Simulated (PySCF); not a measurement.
A PySCF script (with the pyscf-properties extension) for the NMR shieldings of `O=S([C@@H]1[C@H](OC)[C@@H]1[SiH3])(C)=O`, C5H12O3SSi, on a GFN2-xTB geometry:

```python
import basis_set_exchange as bse
import numpy as np
from pyscf import gto, dft
from pyscf.prop import nmr

atoms = """
C     1.754650   -1.740592    0.596693
O     0.535265   -1.266684    0.059125
C     0.728062   -0.355599   -0.975436
C     0.892473    1.102917   -0.689148
Si    0.918111    1.756279    1.100984
C    -0.381127    0.592849   -1.287852
S    -1.807909    0.632010   -0.213188
C    -2.440245   -1.055159   -0.033803
O    -2.826554    1.408801   -0.865352
O    -1.376375    1.091426    1.088021
H     1.491104   -2.406050    1.416009
H     2.320110   -2.295895   -0.161224
H     2.366843   -0.915192    0.970286
H     1.266207   -0.792095   -1.821859
H     1.538754    1.640281   -1.373129
H     0.779968    0.757036    2.148438
H     2.363875    2.117537    1.153246
H     0.216753    3.025791    1.196483
H    -0.666903    0.794050   -2.309168
H    -2.774651   -1.387132   -1.007826
H    -1.638187   -1.671299    0.347722
H    -3.270634   -1.013894    0.660129
"""
names = dict.fromkeys(["C", "O", "Si", "S", "H"], "pcSseg-1")
basis = {el: gto.basis.parse(bse.get_basis(n, elements=[el], fmt="nwchem")) for el, n in names.items()}
mol = gto.M(atom=atoms, basis=basis, charge=0, verbose=0)
mf = dft.RKS(mol, xc="PBE0")
mf.grids.level = 2
mf.grids.alignment = dft.numint.BLKSIZE   # the property module wants whole blocks of grid points
mf.conv_tol = 1e-9
mf.kernel()

calc = nmr.RKS(mf)   # GIAO
C = mf.mo_coeff
Co = C[:, mf.mo_occ > 0]
resp = mf.gen_response(singlet=True, hermi=2)
def vind(x):   # induced exchange potential for any number of trial vectors
    d = np.einsum("pi,xij,qj->xpq", C, 2 * x.reshape(-1, C.shape[1], Co.shape[1]), Co, optimize=True)
    return np.einsum("xpq,pi,qj->xij", resp(d - d.transpose(0, 2, 1)), C, Co, optimize=True).ravel()
mo1, _ = nmr.rhf.solve_mo1(calc, with_cphf=vind)
sigma = calc.kernel(mo1)
for i, s in enumerate(sigma):   # ppm
    w = np.linalg.eigvalsh((s + s.T) / 2)
    print("%2d %-2s iso %8.1f  s11 %8.1f  s22 %8.1f  s33 %8.1f" % (i, mol.atom_pure_symbol(i), w.mean(), *w))
```

Q: What does it print?

A: 
```
 0 C  iso    125.4  s11     94.1  s22     99.5  s33    182.4
 1 O  iso    299.4  s11    261.2  s22    290.4  s33    346.5
 2 C  iso    125.9  s11     83.7  s22    103.8  s33    190.1
 3 C  iso    172.4  s11    141.5  s22    169.1  s33    206.5
 4 Si iso    444.8  s11    399.7  s22    440.0  s33    494.8
 5 C  iso    141.1  s11    106.3  s22    113.6  s33    203.5
 6 S  iso    191.0  s11     38.6  s22    208.2  s33    326.1
 7 C  iso    136.9  s11    106.8  s22    115.0  s33    188.8
 8 O  iso    103.5  s11     51.6  s22     77.9  s33    181.1
 9 O  iso    111.8  s11     51.0  s22     97.2  s33    187.0
10 H  iso     27.8  s11     23.8  s22     24.8  s33     34.9
11 H  iso     28.2  s11     23.9  s22     25.6  s33     35.2
12 H  iso     28.3  s11     23.2  s22     27.9  s33     33.7
13 H  iso     28.2  s11     22.5  s22     26.5  s33     35.6
14 H  iso     30.7  s11     24.3  s22     26.3  s33     41.5
15 H  iso     27.4  s11     25.0  s22     26.1  s33     31.2
16 H  iso     27.7  s11     23.9  s22     25.4  s33     33.7
17 H  iso     27.1  s11     22.4  s22     26.2  s33     32.7
18 H  iso     29.2  s11     23.2  s22     27.2  s33     37.2
19 H  iso     29.2  s11     26.5  s22     26.8  s33     34.4
20 H  iso     28.4  s11     22.9  s22     30.6  s33     31.8
21 H  iso     28.9  s11     26.1  s22     26.2  s33     34.3
```

These numbers come from an equivalent density-fitted implementation of the same equations, which agrees with the script to about 0.01 ppm for H and up to a few tenths of a ppm for heavy atoms, so last digits may differ.

Q: Turn these shieldings into chemical shifts. Scale: 13C (186.93 ppm) and 29Si (349.16 ppm) and 1H (31.72 ppm) vs TMS; H2O for 17O (336.08 ppm); 33S (503.73 ppm) vs CS2 (reference shieldings calculated alike).

A: Averaging equivalent atoms: C 0: 61.6; C 2: 61.0; C 7: 50.0; C 5: 45.8; C 3: 14.6; O 8: 232.6; O 9: 224.3; O 1: 36.7; Si 4: -95.6; S 6: 313; H 15/16/17: 4.32; H 10/11/12: 3.61; H 13: 3.50; H 19/20/21: 2.89; H 18: 2.52; H 14: 1.00 ppm. Experimental scales use liquid or dissolved standards, which lie at an offset from isolated H2O (liquid H2O: subtract about 36 ppm).

Size and cost of the density-fitted run: 244 basis functions, 110 s wall time on 1 thread of an Arm Neoverse N1, shared host; peak memory 1.1 GiB.
